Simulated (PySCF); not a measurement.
Identify the unknown among the candidates.

All candidates are C8H10N2.

* UV, first state: lowest singlet excitation: 4.08 eV (304 nm, f = 0.001) [TDDFT B3LYP/def2-SVPD]
* Triplet: lowest triplet excitation (Tamm–Dancoff): 3.52 eV [TDA B3LYP/def2-SVPD]
* Polarisability: 109.2 au [B3LYP/def2-SVPD]
* Rotational structure: rotational constants A, B, C: 2.154, 1.091, 0.790 GHz [PBE0-D3(BJ)/def2-SVP]
* 13C NMR: chemical shifts (computed TMS as zero) by class: 165.7 (1 C), 157.8 (1 C), 153.0 (1 C), 143.5 (1 C), 135.6 (1 C), 126.2 (1 C), 42.8 (1 C), 18.1 (1 C) ppm [GIAO PBE0/pcSseg-1]
* 1H NMR: chemical shifts (computed TMS as zero) by class: 8.71 (1 H), 8.68 (1 H), 8.60 (1 H), 6.78 (1 H), 3.55 (3 H), 2.29 (3 H) ppm [GIAO PBE0/pcSseg-1]
* NMR, other nuclei: isotropic shieldings of nuclei other than C and H, by class: -129 (1 N), -102 (1 N) ppm [GIAO PBE0/pcSseg-1]

Electronic properties: PySCF, gas phase, density fitting. Levels stand in brackets. Isolated species at its PBE0-D3(BJ)/def2-SVP geometry (one conformer only). Each NMR value is the plain mean over a class of atoms that symmetry, rotation or inversion makes alike.

**Question.** Which candidate is it?
A. `C/N=C\c1ccncc1C`
B. `Cc1cnncc1C1CC1`
C. `N#C[C@H]1CC[C@H](C#N)CC1`

**Answer.** A. It is `C/N=C\c1ccncc1C`. Numbering: `[CH3:1]/[N:2]=[CH:3]\[c:4]1[cH:5][cH:6][n:7][cH:8][c:9]1[CH3:10]`. Its formula, C8H10N2, gives 5 degrees of unsaturation: 1 ring and 4 π bonds in the structure found (Kekulé form). 8 carbons fall into 8 classes; from least to most shielded: imine carbon [C3] (165.7 ppm), aromatic CH next to a ring nitrogen [C8] (157.8 ppm), aromatic CH next to a ring nitrogen [C6] (153.0 ppm), substituted aromatic carbon [C4] (143.5 ppm), substituted aromatic carbon [C9] (135.6 ppm), aromatic CH carbon [C5] (126.2 ppm), N-methyl carbon [C1] (42.8 ppm), benzylic-type carbon [C10] (18.1 ppm). Hydrogen classes from least to most shielded: 1 H on an aromatic CH next to a ring nitrogen, C8 (8.71 ppm), 1 H on an aromatic CH next to a ring nitrogen, C6 (8.68 ppm), 1 H on an imine carbon, C3 (8.60 ppm), 1 H on an aromatic CH carbon, C5 (6.78 ppm), 3 H on an N-methyl carbon, C1 (3.55 ppm), 3 H on a benzylic-type carbon, C10 (2.29 ppm). The other shieldings belong to: -129 ppm, imine nitrogen [N2]; -102 ppm, pyridine-type nitrogen [N7]. S1 is mainly HOMO→LUMO (weight 0.96); the largest Löwdin shares of the orbital it empties are 0.40 on the imine nitrogen, 0.14 on the pyridine-type nitrogen, 0.09 on the imine carbon and 0.09 on the N-methyl carbon, of the orbital it fills 0.16 on a substituted aromatic carbon, 0.15 on the pyridine-type nitrogen, 0.15 on the imine nitrogen and 0.12 on the imine carbon. The optimised geometry has point group C1 and is an asymmetric top.

The others, at the same levels:
- `Cc1cnncc1C1CC1` fails: it has 7 carbon classes against 8; its computed 13C shifts are 156.0 (1 C), 151.7 (1 C), 141.8 (1 C), 139.2 (1 C), 17.8 (1 C), 13.0 (1 C), 6.8 (2 C) ppm, 1H shifts are 9.09 (1 H), 8.90 (1 H), 2.33 (3 H), 1.59 (1 H), 0.97 (2 H), 0.73 (2 H) ppm and rotational constant A is 2.328 GHz (against 2.154 GHz).
- `N#C[C@H]1CC[C@H](C#N)CC1` fails: it has 3 carbon classes against 8; its computed 13C shifts are 126.7 (2 C), 27.1 (2 C), 26.9 (4 C) ppm, 1H shifts are 2.53 (2 H), 1.93 (4 H), 1.66 (4 H) ppm and rotational constant A is 2.855 GHz (against 2.154 GHz).

Each candidate is one conformer, not necessarily the lowest. Dipoles, sizes and rotational constants follow the conformer. The torsions of the flexible species, by atom-mapped SMILES:
- `[CH3:1]/[N:2]=[CH:3]\[c:4]1[cH:5][cH:6][n:7][cH:8][c:9]1[CH3:10]`: N2–C3–C4–C5 -55°
- `[CH3:1][c:2]1[cH:3][n:4][n:5][cH:6][c:7]1[CH:8]1[CH2:9][CH2:10]1`: C6–C7–C8–C9 -16°

The conformers of `N#C[C@H]1CC[C@H](C#N)CC1` aren't listed.
